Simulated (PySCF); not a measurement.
UHF on Be(3+) (beryllium, charge +3)

Configuration: 1s1, 2S determinant. All numbers are calculated (PySCF 2.14, no relativity, point nucleus, in cc-pVDZ).

- Total energy: -7.952380 hartree
- One-electron energy: -7.9524 hartree
- Hartree (Coulomb) energy: 1.1541 hartree
- Exchange energy: -1.1541 hartree
- Kinetic energy: 6.92876 hartree
- ⟨S²⟩: 0.7500
- ⟨L²⟩: 0.000
- Sum of ⟨r⟩: 0.4068 bohr
- Sum of ⟨r²⟩: 0.2224 bohr²
- Density at the nucleus (Gaussians lack the cusp): 16.6 bohr⁻³
- Spin density at the nucleus: 16.6 bohr⁻³
- Langevin diamagnetic susceptibility: -0.176 ×10⁻⁶ cm³/mol
- Time after the integrals: 0.05 s of wall time on 1 thread of Neoverse-N1 (shared host)

```csv
shell,electrons,mean orbital energy (hartree),"rms radius, mean of both spins (bohr)"
1s α,1,-7.95238,0.472
```
